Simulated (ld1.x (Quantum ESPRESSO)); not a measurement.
**tellurium TM semilocal: all-electron and pseudo phase curves**

- Element: tellurium (Te)
- Generator: ld1.x (Quantum ESPRESSO) 7.5
- Type: norm-conserving Troullier–Martins (semilocal form)
- Functional: PBE
- Relativity: scalar-relativistic
- Frozen core: [Kr] 4d10
- Valence charge: 6
- Reference configuration: 5s2 5p3.5 (charge +0.5)
- Partial waves: 5p (bound): rc 1.85 bohr; 5d channel at 0.5 Ry: rc 1.75 bohr; 5s (bound): rc 1.45 bohr
- Local potential: the s channel
- Core correction: a·sin(br)/r model core inside 1.30 bohr

The phase is arctan(r·u′/u) with u = r·R(r), unwrapped; energies in Ry, scanned from -3 to 5 Ry. A pole is an energy at which the radial function vanishes at the test radius. The pseudo phase is shifted by a multiple of π to meet the all-electron one at the reference energy, and phase errors are pseudo minus all-electron; the curves can meet again beyond the range given. Levels narrower than the energy grid can be missing from the lists of poles.

Task: For each channel, where are the poles, and over which energies does the pseudopotential scatter like the atom?

Result:

| channel | radius (bohr) | reference energy (Ry) | poles, all-electron | poles, pseudo | unbroken range about the reference energy with phases within 0.05 rad | phase error 1 Ry above the reference energy (rad) |
| --- | --- | --- | --- | --- | --- | --- |
| s | 2.00 | -1.41 | 2.23 | 1.40 | below 1.2 | -0.012 |
| p | 2.00 | -0.71 | 4.19 | 3.43 | below 3.9 | -0.016 |
| d | 2.00 | 0.50 | none | 1.20 | -1.1 to 0.8 | -2.640 |

Phases in the p channel:

| E (Ry) | all-electron | pseudo |
| --- | --- | --- |
| -3.00 | 1.176 | 1.168 |
| -2.76 | 1.148 | 1.141 |
| -2.52 | 1.115 | 1.108 |
| -2.28 | 1.075 | 1.068 |
| -2.04 | 1.025 | 1.019 |
| -1.80 | 0.963 | 0.958 |
| -1.56 | 0.882 | 0.878 |
| -1.32 | 0.776 | 0.773 |
| -1.08 | 0.632 | 0.631 |
| -0.84 | 0.438 | 0.437 |
| -0.60 | 0.182 | 0.182 |
| -0.36 | -0.120 | -0.123 |
| -0.12 | -0.424 | -0.431 |
| 0.12 | -0.681 | -0.694 |
| 0.36 | -0.878 | -0.895 |
| 0.60 | -1.024 | -1.043 |
| 0.84 | -1.131 | -1.153 |
| 1.08 | -1.213 | -1.236 |
| 1.32 | -1.277 | -1.301 |
| 1.56 | -1.327 | -1.353 |
| 1.80 | -1.369 | -1.395 |
| 2.04 | -1.403 | -1.431 |
| 2.28 | -1.432 | -1.462 |
| 2.52 | -1.457 | -1.489 |
| 2.76 | -1.479 | -1.513 |
| 3.00 | -1.498 | -1.535 |
| 3.24 | -1.515 | -1.556 |
| 3.48 | -1.531 | -1.575 |
| 3.72 | -1.546 | -1.593 |
| 3.96 | -1.559 | -1.611 |
| 4.20 | -1.571 | -1.629 |
| 4.44 | -1.583 | -1.647 |
| 4.68 | -1.595 | -1.666 |
| 4.92 | -1.605 | -1.685 |
